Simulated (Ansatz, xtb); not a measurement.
Lewis adduct: ClFHIn (SMILES [F][InH][Cl]) (first 4 atoms) with NH3 (SMILES N); geometry from B3LYP-D3(BJ)/def2-TZVP, rigid monomers moved along the line of their centres of mass till In2···N5 is 2.67 Å.
(charge 0, multiplicity 1):
```json
[
 {"atom": "F", "x (Å)": "0.8802", "y (Å)": "1.4208", "z (Å)": "1.1647"},
 {"atom": "In", "x (Å)": "-0.7270", "y (Å)": "0.2746", "z (Å)": "1.3966"},
 {"atom": "Cl", "x (Å)": "-2.2034", "y (Å)": "1.2916", "z (Å)": "2.9507"},
 {"atom": "H", "x (Å)": "-1.2190", "y (Å)": "-0.7851", "z (Å)": "0.1578"},
 {"atom": "N", "x (Å)": "0.7356", "y (Å)": "-0.9408", "z (Å)": "3.2756"},
 {"atom": "H", "x (Å)": "1.5910", "y (Å)": "-0.3920", "z (Å)": "3.2280"},
 {"atom": "H", "x (Å)": "0.2826", "y (Å)": "-0.7575", "z (Å)": "4.1660"},
 {"atom": "H", "x (Å)": "0.9700", "y (Å)": "-1.9259", "z (Å)": "3.2203"}
]
```

Monomers are frozen at their geometry in the pair; levels with a basis set take the counterpoise correction.

Frozen-core correlation. Filled d and f shells under p-block atoms count as core. CBS(a, b) extrapolates the correlation energy as X⁻³ and adds the Hartree–Fock energy of set b.

Run with Ansatz (Gaussian basis) for Hartree–Fock, density functionals and correlated methods; xtb for the GFN methods. Each number belongs to the level named beside it. In def2 rows elements past Kr take small-core potentials, without spin–orbit coupling.

Task: Give the interaction energy at the level GFN2-xTB.

Result: -23.9 kcal/mol

Ansatz is a program for electronic structure.
